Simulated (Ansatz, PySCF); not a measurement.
aminosilylimino(oxo)methane (CH4N2OSi), SMILES N[SiH2]N=C=O. Atoms are numbered in the order given.

```xyz
9

N     -2.2525    -0.1036     0.3943
Si    -0.9290     0.7549    -0.2777
N      0.6158    -0.0151    -0.0924
C      1.6701    -0.5626     0.0472
O      2.7007    -1.0986     0.1841
H     -2.3806    -0.1470     1.3989
H     -2.6029    -0.9422    -0.0547
H     -1.1556     0.8907    -1.7407
H     -0.8268     2.0686     0.4107
```
Charge 0, spin multiplicity 1.

The structure is a stationary point at PBE0-D3(BJ)/def2-SVP. One conformer was computed; it need not be the lowest.

Two levels are set side by side: PBE-D3(BJ)/def2-SVP (Ansatz, a first-principles code) and PBE0-D3(BJ)/def2-SVP (Ansatz). Each level has its own optimised geometry; the coordinates shown are those of the second. Frequencies come from the Hessian of PySCF at each geometry. Differences are taken from unrounded values.

```csv
quantity,PBE0-D3(BJ)
mean bond length (Å),1.352
bond N1–Si2 (Å),1.715
bond Si2–N3 (Å),1.736
bond N3–C4 (Å),1.196
bond C4–O5 (Å),1.170
bond N1–H6 (Å),1.014
bond N1–H7 (Å),1.014
bond Si2–H8 (Å),1.487
bond Si2–H9 (Å),1.487
highest harmonic wavenumber (cm⁻¹),3715
mean harmonic wavenumber (cm⁻¹),1206
zero-point energy (kcal/mol),36.20
```

Problem. What does PBE-D3(BJ) give, and how far is it from PBE0-D3(BJ)? (An estimate is asked for; the answer gives what the named calculation found.)

Solution. 
```
quantity                            PBE-D3(BJ)  PBE-D3(BJ) minus PBE0-D3(BJ)
----------------------------------  ----------  ----------------------------
mean bond length (Å)                     1.364                         0.012
bond N1–Si2 (Å)                          1.730                         0.015
bond Si2–N3 (Å)                          1.746                         0.010
bond N3–C4 (Å)                           1.209                         0.013
bond C4–O5 (Å)                           1.184                         0.014
bond N1–H6 (Å)                           1.023                         0.009
bond N1–H7 (Å)                           1.023                         0.009
bond Si2–H8 (Å)                          1.497                         0.011
bond Si2–H9 (Å)                          1.497                         0.011
highest harmonic wavenumber (cm⁻¹)        3585                          -130
mean harmonic wavenumber (cm⁻¹)           1163                           -43
zero-point energy (kcal/mol)             34.91                         -1.28
```

Exact exchange shortens and stiffens bonds; PBE has none. Differences between two approximate levels are no errors against the true value.
